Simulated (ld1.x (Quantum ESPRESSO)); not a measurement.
## Ranking TM potentials for Cu

All share these settings but for the change named:

* Element: Cu (Z = 29)
* Generator: ld1.x (Quantum ESPRESSO) 7.5
* Type: norm-conserving Troullier–Martins (Kleinman–Bylander form)
* Functional: PBE
* Relativity: scalar-relativistic
* Frozen core: [Ar]
* Valence charge: 11
* Reference configuration: 3d10 4s1 4p0
* Partial waves: 4s (bound): rc 1.75 bohr; 4p (bound, empty): rc 2.60 bohr; 3d (bound): rc 1.30 bohr
* Local potential: all-electron potential smoothed inside 1.65 bohr (lloc = -1)
* Core correction: a·sin(br)/r model core inside 1.15 bohr

Test errors are all-electron minus pseudo excitation energies from the reference, over 3d10 4s0 4p0; 3d9 4s0 4p0; 3d8 4s0 4p0; 3d9 4s1 4p0; 3d10 4s0.5 4p0; 3d7 4s0 4p0; 3d10 4s0 4p1. None of these files shows a bound ghost.

Of 12 variants that were run, those that failed, showed a ghost or another fault, or gave nearly equal values are left out.

Rank these variants by their largest absolute test error, smallest first.
A. local potential all-electron potential smoothed inside 1.64 bohr (lloc = -1)
B. wave 3d (bound): rc 1.30 bohr becomes 3d (bound): rc 1.80 bohr
C. wave 3d (bound): rc 1.30 bohr becomes 3d (bound): rc 1.66 bohr

B (920.6 meV), C (1279.5 meV), A (1837.8 meV).
